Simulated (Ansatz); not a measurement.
C2H6O2Si, SMILES `CC(=O)O[SiH3]`, relaxed with RKS PBE-D4/def2-SVP in Ansatz 0.2.0 from a rough embedded geometry. The force threshold is 0.03 eV/Å; the program also tests the step.

Charge 0, multiplicity 1.

Start:

```xyz
11

C    -0.163    1.979    0.234
C     0.204    0.514    0.497
O     0.853    0.157    1.474
O    -0.202   -0.296   -0.507
Si    0.007   -1.934   -0.487
H     0.200    2.251   -0.738
H     0.206    2.581    1.006
H    -1.262    1.991    0.209
H    -0.676   -2.487   -1.744
H     1.446   -2.198   -0.626
H    -0.612   -2.558    0.683
```

```tsv
step	energy (eV)	largest force (eV/Å)	largest move (Å)
1	-14126.1539	2.340	0.000
2	-14126.3604	0.940	0.075
3	-14126.3972	0.457	0.045
4	-14126.4243	0.449	0.117
5	-14126.4367	0.272	0.035
6	-14126.4419	0.118	0.041
7	-14126.4434	0.063	0.034
8	-14126.4435	0.015	0.004
```

End:

```xyz
11

C    -0.173    1.963    0.250
C     0.164    0.502    0.398
O     0.807    0.007    1.310
O    -0.330   -0.256   -0.612
Si    0.033   -1.952   -0.475
H     0.207    2.340   -0.721
H     0.266    2.539    1.083
H    -1.273    2.094    0.235
H    -0.626   -2.512   -1.698
H     1.510   -2.191   -0.528
H    -0.586   -2.535    0.758
```

Hardware: 4 threads of a server CPU on a shared host. Wall time 9 s, peak host memory 0.14 GiB.
